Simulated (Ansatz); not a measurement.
Ideal-gas functions of AlBF$_{2}$H$_{2}$S, SMILES `B[S][Al]([F])[F]` at 800 K and 1 bar, from an Ansatz frequency run at PBE0-D4/def2-TZVP.

Molar mass 109.87 g/mol, point group Cs (symmetry number 1), electronic degeneracy 1, moments of inertia 107.407, 220.203, 263.361 u Å². Harmonic wavenumbers (cm⁻¹, unscaled): 118, 166, 223, 238, 346, 452, 462, 801, 840, 892, 896, 929, 1387, 2270, 2699.

Use S(trans) = R[1.5 ln M + 2.5 ln T − 1.1517]; rotational temperatures θ = 24.2544 K / I; S(rot) = R[ln(√π/σ · √(T³/θAθBθC)) + 1.5]; for each mode x = 1.438777 ν̃/T, S = R[x/(eˣ − 1) − ln(1 − e⁻ˣ)] and H = RT x/(eˣ − 1); 1 cm⁻¹ = 0.0119627 kJ/mol; R = 8.31446 J/(mol·K).

Question: By hand: the entropy, in J/(mol·K).

Answer: Translation 188.0. Rotation: θ = 0.2258, 0.1101, 0.0921 K, giving 125.9. Vibration, mode by mode: 21.22, 18.40, 15.97, 15.43, 12.39, 10.26, 10.09, 5.96, 5.63, 5.22, 5.19, 4.95, 2.58, 0.72, 0.38, in all 134.4. Electronic 0.0. Sum 448.3 J/(mol·K).

Question: By hand: H − E and G − E in kJ/mol, counted from the electronic energy.

Answer: Zero-point energy ½ × 12719 × 0.0119627 = 76.1; thermal vibration 51.8; translation, rotation and pV give 4 RT = 26.6. H − E = 154.5 kJ/mol, and G − E = 154.5 − 800 × 448.3/1000 = -204.1 kJ/mol.

Vibration gives 30 % of the entropy, 21.2 J/(mol·K) of it from the mode under 150 cm⁻¹: soft modes count most, and the harmonic formula is weakest for them. The sum counts one conformer and one mirror image; others add a mixing term.
